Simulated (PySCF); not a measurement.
NICS in isomers of C6H7N3Si.

NICS = −σ at a ghost point: NICS(0) at the centroid of the ring atoms, NICS(1) 1 Å to either side along the normal of their mean plane, zz for the tensor component along that normal. Level: GIAO PBE0/pcSseg-1 (PySCF, non-relativistic, gas phase) on the GFN2-xTB geometries, one conformer each. Atom numbers follow the mapped SMILES.

Problem. Order these rings by mean NICS(1)zz, lowest (most negative) first (ppm).
A. ring N2–N3–C4–C9–N10 in `[SiH3:1][n:2]1[n:3][c:4]2[cH:5][cH:6][cH:7][cH:8][c:9]2[n:10]1`
B. ring C2–C3–C4–C5–C9–C10 in `[SiH3:1][c:2]1[cH:3][cH:4][c:5]2[n:6][nH:7][n:8][c:9]2[cH:10]1`
C. ring C6–N7–N8–N9–C10 in `[SiH3:1][c:2]1[cH:3][cH:4][cH:5][c:6]2[n:7][n:8][nH:9][c:10]12`

Solution. A (-40.3), C (-34.5), B (-26.8).

| SMILES | ring | NICS(0) | NICS(1) | NICS(1)zz | HOMA | rms pucker (Å) | ring atoms with four or more neighbours |
| --- | --- | --- | --- | --- | --- | --- | --- |
| [SiH3]n1nc2ccccc2n1 | 5-membered ring with 3 N; formal bonds all aromatic | -15.8 | -15.8 | -40.3 | 0.89 | 0.00 | 0 |
| [SiH3]c1cccc2nn[nH]c12 | 5-membered ring with 3 N; formal bonds all aromatic | -13.3 | -13.8 | -34.5 | 0.84 | 0.00 | 0 |
| [SiH3]c1ccc2n[nH]nc2c1 | 6-membered carbocycle; formal bonds all aromatic | -8.0 | -10.8 | -26.8 | 0.83 | 0.00 | 0 |

NICS(0) gives the same order. The isotropic NICS(1) gives the same order. HOMA uses Krygowski's 1993 parameters. NICS(1) and NICS(1)zz are means over the two faces.
